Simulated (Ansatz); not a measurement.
Gas-phase electronic energies from Ansatz, PBE0-D4/def2-TZVP geometries. CCSD(T)/CBS adds triple-zeta CCSD(T) − MP2 to the extrapolated MP2 energy (def2 sets, frozen cores). This one scheme is used for every species. DFT in def2-TZVPP. Each species was taken in one conformer, which may not be the lowest.

`N[SiH2][SiH](O)S` → `O[SiH2]S` + `N[SiH]`  (silylene formation by 1,1-elimination)

`N[SiH2][SiH](O)S`:

Z-matrix (Å, degrees):
```
Si
Si 1 2.343
N 1 1.732 2 102.9
H 1 1.495 2 112.1 3 -125.6
H 1 1.488 2 111.2 3 114.1
S 2 2.148 1 103.0 3 67.1
O 2 1.649 1 109.5 3 -53.2
H 2 1.482 1 117.6 3 -172.1
H 3 1.009 1 118.3 2 -59.4
H 3 1.009 1 119.2 2 161.9
H 6 1.345 2 95.7 1 -176.3
H 7 0.961 2 115.1 1 41.9
```

`O[SiH2]S`:

```xyz
7

O     1.484   -0.226    0.067
Si   -0.060   -0.219   -0.490
S    -1.395    0.923    0.720
H     1.884    0.623    0.262
H    -0.184    0.425   -1.821
H    -0.446   -1.645   -0.531
H    -1.283    0.120    1.792
```

`N[SiH]`:

Z-matrix (Å, degrees):
```
N
Si 1 1.707
H 1 1.008 2 126.3
H 1 1.008 2 121.7 3 -180.0
H 2 1.532 1 94.1 3 -0.0
```

(1) Is it downhill or uphill in electronic energy at CCSD(T)/CBS, and by how much? (Estimate.)

(2) What do these levels give: r2SCAN-D4, PBE0-D4, B2PLYP, PBE0, HF/def2-QZVPP, HF/CBS(def2)? (Estimate.)

Largest T1 diagnostic among the species: 0.015.

Results:

(1) The calculation gave: Uphill: ΔE = +145.3 kJ/mol.

(2) Ansatz gave: r2SCAN-D4 161.2, PBE0-D4 162.3, B2PLYP 132.7, PBE0 151.1, HF/def2-QZVPP 122.4, HF/CBS(def2) 122.3 kJ/mol.

In def2-TZVPP, CCSD(T) changes the Hartree–Fock value by +15.5 kJ/mol (the triples alone add +3.2 kJ/mol) and MP2 by +27.0 kJ/mol. The D4 term adds +20.0 kJ/mol with B3LYP and +11.3 kJ/mol with PBE0; it sums over pairs of atoms, weighted by their polarisabilities, and B3LYP, whose exchange is more repulsive, gets the larger term. From PBE to PBE0 (25 % exact exchange), in def2-TZVPP and without D4, ΔE moves by +10.1 kJ/mol.

B3LYP here is the variant with VWN-RPA as its local correlation; programs differ in this.
